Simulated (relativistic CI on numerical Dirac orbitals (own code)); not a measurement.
**Yb XXX: sensitivity of the levels to the model**

Base calculation: Dirac-Coulomb-Breit CI, KLI orbitals optimised for each configuration, a model potential for QED, unscaled Slater integrals.

Configuration list (outside the closed core [Ar] 3d10): 4s2 4p6 4d5, 4s2 4p5 4d6, 4s2 4p6 4d4 4f, 4s 4p6 4d6, 4s2 4p5 4d5 4f, 4s 4p6 4d5 4f, 4s2 4p6 4d4 5s, 4s2 4p6 4d3 4f 5s, 4s2 4p6 4d4 5p, 4s2 4p6 4d4 5d, 4s2 4p5 4d5 5s, 4s2 4p6 4d4 5f, 4s2 4p6 4d3 5s 5p, 4p6 4d6 4f, 4s2 4p6 4d4 5g, 4s2 4p6 4d4 6s, 4s2 4p6 4d4 6p, 4s 4p6 4d5 5p, 4p6 4d7, 4p5 4d8, 4p5 4d7 4f, 4s2 4p6 4d3 5s2, 4s2 4p6 4d2 4f 5s2, 4s2 4p5 4d3 4f 5s2, 4s 4p6 4d3 4f 5s2. Double excitations out of closed p, d and f shells are left out; levels of such configurations are missing from the list, as are those of other unlisted configurations, and high levels can miss mixing partners. These lack a partner that the ground configuration has and come out too high: 4s2 4p5 4d5 5s.

Variants: (1) P86 correlation estimate; (2) Breit term removed; (3) only the first configuration. Shifts of the energy above 4s2 4p6 4d5 4P_5/2, in cm⁻¹, for the lowest level and the first level of each name with at least 55 % of one term (blank where a level changes its place among those of its configuration and J or its character, or is not in the variant):

| Level | Base | Δ(1) | Δ(2) | Δ(3) |
| --- | --- | --- | --- | --- |
| 4s2 4p6 4d5 4P_5/2 | 0 | 0 | 0 | 0 |
| 4s2 4p6 4d5 4D_1/2 | 209439 | +3 | +3972 | +2496 |
| 4s2 4p6 4d5 2I_13/2 | 209706 | +4 | +5708 | +6624 |
| 4s2 4p6 4d5 2G_7/2 | 243926 | +5 | +4781 | +4905 |
| 4s2 4p6 4d5 4F_5/2 | 251703 | +1 | +4063 | -242 |
| 4s2 4p6 4d5 2G_9/2 | 293084 | +4 | +4924 | +2262 |
| 4s2 4p6 4d5 2H_11/2 | 327073 | +1 | +7372 | +2593 |
| 4s2 4p6 4d5 2P_3/2 | 345707 | +6 | +4090 | +1107 |
| 4s2 4p6 4d5 2P_1/2 | 405375 | +7 | +5858 | +2473 |
| 4s2 4p5 4d6 6F°_11/2 | 1247992 | +1322 | +6037 |  |
| 4s2 4p5 4d6 6F°_9/2 | 1333387 | +1315 | +7768 |  |
| 4s2 4p5 4d6 4H°_13/2 | 1360338 | +1310 | +8421 |  |
| 4s2 4p5 4d6 4I°_15/2 | 1395060 | +1315 | +8952 |  |

At this charge energies of transitions that change n are usually good to better than 1 %, and those within a shell (Δn = 0) to a few per cent. Terms inside the open d or f shell come out 10 to 20 % too wide with unscaled integrals.

Ionisation energy from the two ground configurations alone: base 1113.21 eV; P86 correlation estimate 1115.22 eV; Breit term removed 1113.47 eV. The NIST ASD value (theoretical) is 1114 eV.

LS names give the leading component of a level, which can be under half, so a name can repeat, a term be missing and a line seem to break the LS rules.
